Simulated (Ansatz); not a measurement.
The cluster Al₁₁: single points at one geometry.

```yaml
crystal:
  periodic: [false, false, false]
  atoms:
    - {symbol: Al, position_ang: [-0.625795, -2.011482, 2.135164]}
    - {symbol: Al, position_ang: [0.123692, 0.485926, -2.222375]}
    - {symbol: Al, position_ang: [-0.279054, 0.479016, 0.776412]}
    - {symbol: Al, position_ang: [-0.257087, -1.771204, -0.592295]}
    - {symbol: Al, position_ang: [2.330978, 1.087536, 1.473437]}
    - {symbol: Al, position_ang: [-2.252108, -0.223980, -1.503573]}
    - {symbol: Al, position_ang: [-2.654548, -1.033985, 0.911409]}
    - {symbol: Al, position_ang: [1.747123, -1.514760, 1.287974]}
    - {symbol: Al, position_ang: [1.167818, 2.503785, -0.425207]}
    - {symbol: Al, position_ang: [2.150414, -0.270872, -0.928785]}
    - {symbol: Al, position_ang: [-1.451424, 2.270030, -0.912171]}
basis:
  gaussian: {orbitals: def2-SVP, initial_orbitals: start.molden}
magnetization: {spin_polarized: true, initial_magnetization: 1}
correlation: {method: mp2}
scf: {omitted_lower_state_checks: [starts]}
output: {orbitals: {seedname: orbitals}}
```

The file start.molden holds the orbitals of an earlier run on this structure, at another level or in another basis.

```sh
$ ansatz run in.yaml --threads 6 --pin off --events-out ev --progress --plain --max-ram 7833MiB
```

It prints (some lines left out):

```
Functional definition: HF
1738 factors; integrals over basis functions are off by at most 8.2e-4 eV
mean field evaluation 1: about -72383.3907 eV, gradient 1.6e1 eV
mean field evaluation 2: about -72384.7073 eV, gradient 1.2e0 eV
mean field evaluation 4: about -72385.0013 eV, gradient 8.6e-1 eV
mean field evaluation 8: about -72385.8892 eV, gradient 9.1e-2 eV
mean field evaluation 16: about -72385.8903 eV, gradient 8.3e-6 eV
mean field -72385.89030241 eV, -2660.1324036949 hartree, gradient 8.3e-6 eV, S^2 2.283858; 0 other end points of the search recorded, 0 dependent functions left out
55 core orbitals not correlated: weight in the atoms' cores, before any rotation towards them, 1.000 or more for the frozen orbitals, at most 0.000 for the correlated occupied ones
reference -72385.89030241 eV, -2660.1324036949 hartree; 17, 16 occupied and 126, 127 virtual orbitals, 1738 factors
second order -21.64031971 eV of doubles, -0.00000000 eV of singles
Total energy: -72407.53062212 eV, -2660.9276707758 hartree
Checks for a lower state left out: starts
```

Run time 15 s (6 threads of Intel Xeon on a shared host), peak host memory 1.2 GiB.

Geometry: PBE-D4/def2-SVP.

Correlated methods freeze 55 core orbitals. The charge 0 doublet is spin-contaminated (final ⟨S²⟩ up to 2.28, 0.75 for a pure state). The structure comes from a short search, and lower isomers may exist.
